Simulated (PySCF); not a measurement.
Isomers of C2H6Cl4Si2. Theory: PySCF, PBE0-D3(BJ)/def2-SVP geometry optimisation, gas phase. One conformer each; no zero-point energy, no entropy. No frequencies were run at this level. Point groups hold within 0.08 Å.

Task: Order them by energy at this level, lowest first, and give relative energies in kcal/mol.
A. `[CH3:1][Si:2]([Cl:3])([Cl:4])[Si:5]([CH3:6])([Cl:7])[Cl:8]` with C1–Si2–Si5–C6 76°
B. `C[Si](C)(Cl)[Si](Cl)(Cl)Cl`

Result: A (0.0), B (0.9).

Neighbours under 2.5 kcal/mol apart (C[Si](Cl)(Cl)[Si](C)(Cl)Cl and C[Si](C)(Cl)[Si](Cl)(Cl)Cl) can change places with a better method, another conformer or zero-point energy.

| SMILES | E (Eh) | E rel (kcal/mol) | dipole (D) | point group | A, B, C (MHz) |
| --- | --- | --- | --- | --- | --- |
| C[Si](Cl)(Cl)[Si](C)(Cl)Cl | -2498.11821 | 0.0 | 2.89 | C2 | 849.1, 533.5, 514.2 |
| C[Si](C)(Cl)[Si](Cl)(Cl)Cl | -2498.11677 | 0.9 | 2.73 | near Cs | 839.9, 543.2, 517.3 |

Task: How do the relative energies change in single points at PBE0/pcSseg-1 (no added dispersion term) on the same geometries?

Result: 
```json
{"SMILES": "C[Si](Cl)(Cl)[Si](C)(Cl)Cl", "PBE0-D3(BJ)/def2-SVP (kcal/mol)": "0.0", "PBE0/pcSseg-1 (kcal/mol)": "0.0", "shift": "0.0"}
{"SMILES": "C[Si](C)(Cl)[Si](Cl)(Cl)Cl", "PBE0-D3(BJ)/def2-SVP (kcal/mol)": "0.9", "PBE0/pcSseg-1 (kcal/mol)": "1.4", "shift": "+0.5"}
```

Each column counts from its own lowest isomer. The order is unchanged; the largest shift is 0.5 kcal/mol.
